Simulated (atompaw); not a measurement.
## Pseudopotential generation for Zn (Z = 30): PAW (atompaw), LDA (PW92), scalar-relativistic.

* Element: Zn (Z = 30)
* Generator: atompaw 4.2.0.5
* Type: PAW
* Functional: LDA (PW92)
* Relativity: scalar-relativistic
* Frozen core: [Ar] 3d10
* Valence charge: 2
* Reference configuration: 4s1.5 4p0.5
* Partial waves: 4s (bound): rc 2.50 bohr; 4s channel at 3.5 Ry: rc 2.50 bohr; 4p (bound): rc 2.50 bohr; 4p channel at 3.35 Ry: rc 2.10 bohr; 4d channel at 0.45 Ry: rc 2.25 bohr
* Local potential: troulliermartins scheme with l = 3 at 0 Ry, radius 1.95 bohr
* Core correction: smooth core density matched at 2.40 bohr
* Augmentation charge: sinc compensation charge, radius 1.95 bohr; PAW radius 2.50 bohr; waves and projectors: custom polynom2 7 10 vanderbiltortho

All-electron outer shells of the reference configuration (LDA (PW92), scalar-relativistic, ld1.x):

| shell | level (eV) | outermost node (bohr) | outermost maximum (bohr) |
| --- | --- | --- | --- |
| 3p | -84.44 | 0.25 | 0.59 |
| 3d | -11.57 | – | 0.56 |
| 4s | -6.99 | 0.85 | 2.06 |
| 4p | -1.80 | 0.92 | 2.93 |

Task: Estimate the cutoffs (Ry, on a coarse ladder) from which the occupation-weighted sum of valence levels, in a spherical-Bessel basis at the reference potential, stays within 10 and 1 mRy of its value at 400 Ry.

Result: 6 Ry and 15 Ry.

Task: What does a ghost test show?

Result: No extra level below or beside the all-electron valence levels (s, p, d, f tested). The logarithmic derivative shows an extra or strongly shifted pseudo pole above the reference energy (d near 1.62 Ry).

Task: Is the overlap operator S = 1 + Σ q|β⟩⟨β| positive definite (Bessel basis up to 400 Ry)?

Result: Yes: its lowest eigenvalue is 0.61 (p channel).
